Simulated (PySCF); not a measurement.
Isomers of C6H7NO, mass 109.053 u with the commonest isotopes. Method: PySCF, PBE0-D3(BJ)/def2-SVP geometry optimisation, gas phase. One conformer each, none proved a minimum here; rigid rotors.

Task: Order these by rotational constant B, smallest first.
A. `[CH3:1][O:2][c:3]1[cH:4][cH:5][cH:6][cH:7][n:8]1` with C1–O2–C3–C4 180°
B. `[CH3:1][O:2][c:3]1[cH:4][cH:5][n:6][cH:7][cH:8]1` with C1–O2–C3–C4 180°
C. `[CH3:1][C:2](=[O:3])[CH2:4]/[CH:5]=[CH:6]\[C:7]#[N:8]` with C1–C2–C4–C5 -165°, C2–C4–C5–C6 147°
D. `c1(cc[n+](cc1)[O-])C` (4-picoline N-oxide)
E. 2-methylpyridine-N-oxide, `Cc1cccc[n+]1[O-]`
F. `[CH:1]#[C:2][C:3]1([C:4]([NH2:5])=[O:6])[CH2:7][CH2:8]1` with C2–C3–C4–N5 0°, C3–C4–N5–H 179° and 1°

Result: C (1007 MHz), D (1521 MHz), B (1574 MHz), A (1662 MHz), F (2106 MHz), E (2285 MHz).

Task: Order these by radius of gyration √(Σ m r²/M), largest first.
A. `[OH:1][NH:2][c:3]1[cH:4][cH:5][cH:6][cH:7][cH:8]1` with H–O1–N2–C3 -117°, O1–N2–C3–C4 24°
B. `[CH3:1][C:2](=[O:3])[CH2:4]/[CH:5]=[CH:6]\[C:7]#[N:8]` with C1–C2–C4–C5 -165°, C2–C4–C5–C6 147°
C. `[CH3:1][O:2][c:3]1[cH:4][cH:5][cH:6][cH:7][n:8]1` with C1–O2–C3–C4 180°
D. `[CH3:1][O:2][c:3]1[cH:4][cH:5][n:6][cH:7][cH:8]1` with C1–O2–C3–C4 180° (4-methoxypyridine)
E. `Cc1cccc[n+]1[O-]` (2-methylpyridine-N-oxide)

Result: B (2.350 Å), A (1.980 Å), D (1.949 Å), C (1.914 Å), E (1.820 Å).

Task: Order these by rotational constant A, smallest first.
A. `[CH3:1][O:2][c:3]1[cH:4][cH:5][n:6][cH:7][cH:8]1` with C1–O2–C3–C4 180°
B. `[CH:1]#[C:2][C:3]1([C:4]([NH2:5])=[O:6])[CH2:7][CH2:8]1` with C2–C3–C4–N5 0°, C3–C4–N5–H 179° and 1°
C. `[OH:1][NH:2][c:3]1[cH:4][cH:5][cH:6][cH:7][cH:8]1` with H–O1–N2–C3 -117°, O1–N2–C3–C4 24°
D. `[CH3:1][O:2][c:3]1[cH:4][cH:5][cH:6][cH:7][n:8]1` with C1–O2–C3–C4 180°
E. 4-picoline N-oxide (`CC1=CC=[N+]([O-])C=C1`)
F. `[CH3:1][C:2](=[O:3])[CH2:4]/[CH:5]=[CH:6]\[C:7]#[N:8]` with C1–C2–C4–C5 -165°, C2–C4–C5–C6 147°
G. 2-methylpyridine-N-oxide (`CC1=CC=CC=[N+]1[O-]`)

Result: B (2859 MHz), G (3570 MHz), F (4588 MHz), C (5050 MHz), D (5210 MHz), A (5324 MHz), E (5764 MHz).

```csv
SMILES,point group,Ia (u·Å²),Ib (u·Å²),Ic (u·Å²),κ,μa (D),μb (D),μc (D)
COc1ccncc1,Cs,94.93,320.98,412.66,-0.83,3.20,0.71,0.00
Cc1cccc[n+]1[O-],Cs,141.56,221.17,359.63,-0.19,2.57,2.10,0.00
COc1ccccn1,Cs,97.00,304.16,397.97,-0.80,0.55,0.20,0.01
Cc1cc[n+]([O-])cc1,Cs,87.68,332.30,416.81,-0.86,4.33,0.00,0.04
CC(=O)C/C=C\C#N,C1,110.15,501.93,592.56,-0.92,2.09,0.15,1.05
ONc1ccccc1,C1,100.08,329.33,425.90,-0.82,1.13,0.65,0.56
OCc1ccccn1,Cs,100.02,315.09,411.95,-0.80,3.59,1.36,0.01
C#CC1(C(N)=O)CC1,Cs,176.79,240.01,377.83,0.01,2.42,1.60,0.03
```
